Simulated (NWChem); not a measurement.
System: CH5NTe; SMILES C[Te]N

Here is an NWChem input.

```
start job
memory heap 200 mb stack 900 mb global 1100 mb
geometry units angstroms noautoz
  Te     0.333932     0.040808     0.000000
  C     -0.950895    -1.697507     0.000000
  H     -1.575325    -1.713976    -0.902888
  H     -1.575325    -1.713976     0.902888
  H     -0.294254    -2.580343     0.000000
  N     -1.049925     1.542602     0.000000
  H     -1.640870     1.502379     0.828117
  H     -1.640870     1.502379    -0.828117
end
basis spherical
  Te library def2-svp
  C library def2-svp
  H library def2-svp
  N library def2-svp
end
ecp
  Te library def2-ecp
end
dft
  xc xcamb88 1.00 lyp 1.0 hfexch 1.00
  cam 0.33 cam_alpha 0.0 cam_beta 1.0
  iterations 150
  mulliken
end
task dft energy
```

Output (shortened):

```
             Northwest Computational Chemistry Package (NWChem) 7.3.0
             --------------------------------------------------------

 CS  symmetry detected

                             Geometry "geometry" -> ""
                             -------------------------

 Output coordinates in angstroms (scale by  1.889725989 to convert to a.u.)

  No.       Tag          Charge          X              Y              Z
 ---- ---------------- ---------- -------------- -------------- --------------
    1 Te                  52.0000     0.36910028     0.03900393     0.00000000
    2 C                    6.0000    -0.94214903    -1.67946769     0.00000000
    3 H                    1.0000    -1.56675782    -1.68638953    -0.90288800
    4 H                    1.0000    -1.56675782    -1.68638953     0.90288800
    5 H                    1.0000    -0.29908006    -2.57223816     0.00000000
    6 N                    7.0000    -0.99163813     1.56177653     0.00000000
    7 H                    1.0000    -1.58312894     1.53059160     0.82811700
    8 H                    1.0000    -1.58312894     1.53059160    -0.82811700

 Effective nuclear repulsion energy (a.u.)     251.9774572939

      Symmetry information
      --------------------

 Group name             Cs
 Group number              2
 Group order               2
 No. of unique centers     6

                                 NWChem DFT Module
                                 -----------------

 Summary of "ao basis" -> "ao basis" (spherical)
 ------------------------------------------------------------------------------
       Tag                 Description            Shells   Functions and Types
 ---------------- ------------------------------  ------  ---------------------
 Te                         def2-svp                10       26   4s4p2d
 C                          def2-svp                 6       14   3s2p1d
 H                          def2-svp                 3        5   2s1p
 N                          def2-svp                 6       14   3s2p1d

      Symmetry analysis of basis
      --------------------------

        a'         52
        a"         27

            General Information
            -------------------
          SCF calculation type: DFT
          Wavefunction type:  closed shell.
          No. of atoms     :     8
          No. of electrons :    42
           Alpha electrons :    21
            Beta electrons :    21
          Charge           :     0
          Spin multiplicity:     1
          Use of symmetry is: on ; symmetry adaption is: on
          Maximum number of iterations: 150
          AO basis - number of functions:    79
                     number of shells:    37
          Convergence on energy requested:  1.00D-06
          Convergence on density requested:  1.00D-05
          Convergence on gradient requested:  5.00D-04

              XC Information
              --------------
                     Hartree-Fock (Exact) Exchange  1.000
                   CAM-Becke88 Exchange Functional  1.000
              Lee-Yang-Parr Correlation Functional  1.000

           Range-Separation Parameters
           ---------------------------
           Alpha           :  0.00
           Beta            :  1.00
           Gamma           :  0.33
           Short-Range HF  :     F

             Grid Information
             ----------------
          Grid used for XC integration:  medium
          Radial quadrature: Mura-Knowles
          Angular quadrature: Lebedev.
          Tag              B.-S. Rad. Rad. Pts. Rad. Cut. Ang. Pts.
          ---              ---------- --------- --------- ---------
          Te                  1.40      123           9.0       590
          C                   0.70       49          10.0       434
          H                   0.35       45          11.0       434
          N                   0.65       49          11.0       434
          Grid pruning is: on
          Number of quadrature shells:   356
          Spatial weights used:  Erf1

      Superposition of Atomic Density Guess
      -------------------------------------

 Sum of atomic energies:        -405.58910557

      Non-variational initial energy
      ------------------------------

 Total energy =    -362.458507
 1-e energy   =    -856.309072
 2-e energy   =     361.508828
 HOMO         =      -0.221053
 LUMO         =      -0.015504

      Symmetry analysis of molecular orbitals - initial
      -------------------------------------------------

  Numbering of irreducible representations:

     1 a'          2 a"

  Orbital symmetries:

     1 a'          2 a'          3 a'          4 a'          5 a'
     6 a"          7 a'          8 a'          9 a'         10 a"
    11 a"         12 a'         13 a'         14 a'         15 a"
    16 a'         17 a"         18 a'         19 a'         20 a'
    21 a"         22 a'         23 a'         24 a'         25 a'
    26 a"         27 a'         28 a"         29 a'         30 a'
    31 a"

     ---------------------------------------------
      Total Density - Mulliken Population Analysis
     ---------------------------------------------

    Atom       Charge   Shell Charges
 -----------   ------   -------------------------------------------------------
    1 Te  24    23.71   1.77  0.27  1.20  0.63  2.89  3.15  1.93  1.77  9.85  0.26
    2 C    6     6.42   1.99  0.95  0.31  1.96  1.19  0.02
    3 H    1     0.88   0.67  0.19  0.03
    4 H    1     0.88   0.67  0.19  0.03
    5 H    1     0.87   0.66  0.19  0.03
    6 N    7     7.70   1.99  1.04  0.51  2.43  1.73  0.01
    7 H    1     0.77   0.60  0.12  0.04
    8 H    1     0.77   0.60  0.12  0.04

   convergence    iter        energy       DeltaE   RMS-Dens  Diis-err
 ---------------- ----- ----------------- --------- --------- ---------
 d= 0,ls=0.0,diis     1   -363.2494382588 -4.96D+02  7.37D-03  2.94D-01
 d= 0,ls=0.0,diis     2   -363.2731931160 -2.38D-02  2.90D-03  7.15D-02
 d= 0,ls=0.0,diis     3   -363.2785156893 -5.32D-03  1.21D-03  2.74D-02
 d= 0,ls=0.0,diis     4   -363.2816013276 -3.09D-03  2.49D-04  2.40D-04
 d= 0,ls=0.0,diis     5   -363.2816447657 -4.34D-05  9.82D-05  3.54D-05
  Resetting Diis
 d= 0,ls=0.0,diis     6   -363.2816517597 -6.99D-06  4.69D-05  4.94D-06
 d= 0,ls=0.0,diis     7   -363.2816531989 -1.44D-06  2.27D-05  6.57D-07
 d= 0,ls=0.0,diis     8   -363.2816534499 -2.51D-07  8.77D-06  2.76D-07

         Total DFT energy =     -363.281653449939
      One electron energy =     -859.143910414081
           Coulomb energy =      397.942257180123
    Exchange-Corr. energy =      -34.421737234403
 Nuclear repulsion energy =      132.341737018422

 Numeric. integr. density =       42.000006042299

                  Occupations of the irreducible representations
                  ----------------------------------------------

                     irrep           alpha         beta
                     --------     --------     --------
                     a'               15.0         15.0
                     a"                6.0          6.0

                       DFT Final Molecular Orbital Analysis
                       ------------------------------------

 Vector   19  Occ=2.000000D+00  E=-4.000900D-01  Symmetry=a'
              MO Center= -4.8D-02,  2.3D-01,  6.4D-17, r^2= 3.3D+00
   Bfn.  Coefficient  Atom+Function         Bfn.  Coefficient  Atom+Function
  ----- ------------  ---------------      ----- ------------  ---------------
    11      0.422400  1 Te px                60     -0.309609  6 N  py
    14      0.273457  1 Te px                 3      0.258779  1 Te s
    63      0.242164  6 N  py                 4      0.216743  1 Te s
    30     -0.199041  2 C  px                 8     -0.171112  1 Te px
     5     -0.133895  1 Te px                31     -0.130459  2 C  py

 Vector   20  Occ=2.000000D+00  E=-3.472566D-01  Symmetry=a'
              MO Center= -7.5D-01,  8.9D-01, -6.7D-16, r^2= 3.0D+00
   Bfn.  Coefficient  Atom+Function         Bfn.  Coefficient  Atom+Function
  ----- ------------  ---------------      ----- ------------  ---------------
    60      0.404868  6 N  py                63     -0.344584  6 N  py
    59      0.261616  6 N  px                31     -0.230700  2 C  py
    58     -0.209108  6 N  s                 62     -0.208518  6 N  px
    29     -0.198443  2 C  s                 12      0.169894  1 Te py
    57     -0.155511  6 N  s                  4      0.142520  1 Te s

 Vector   21  Occ=2.000000D+00  E=-2.925311D-01  Symmetry=a"
              MO Center=  2.9D-01,  9.0D-03,  1.8D-16, r^2= 2.6D+00
   Bfn.  Coefficient  Atom+Function         Bfn.  Coefficient  Atom+Function
  ----- ------------  ---------------      ----- ------------  ---------------
    13      0.600107  1 Te pz                16      0.564638  1 Te pz
    10     -0.235636  1 Te pz                 7     -0.182758  1 Te pz
    41      0.088473  3 H  s                 46     -0.088473  4 H  s
    32     -0.086080  2 C  pz                61      0.084722  6 N  pz
    70     -0.083390  7 H  s                 75      0.083390  8 H  s

 Vector   22  Occ=0.000000D+00  E= 5.951913D-02  Symmetry=a'
              MO Center=  6.6D-02,  3.0D-01,  6.5D-15, r^2= 4.1D+00
   Bfn.  Coefficient  Atom+Function         Bfn.  Coefficient  Atom+Function
  ----- ------------  ---------------      ----- ------------  ---------------
    58     -0.880101  6 N  s                 15      0.810409  1 Te py
    29      0.403678  2 C  s                 12      0.337394  1 Te py
    71      0.314573  7 H  s                 76      0.314573  8 H  s
    14     -0.297530  1 Te px                63      0.245261  6 N  py
    57     -0.200034  6 N  s                 60     -0.191130  6 N  py

[...]
```

Level: LC-BLYP (range parameter 0.33 per bohr)/def2-SVP with def2 effective core potentials on Te. The geometry was optimised at PBE0/def2-SVP. def2 effective core potentials on Te; no spin-orbit coupling.
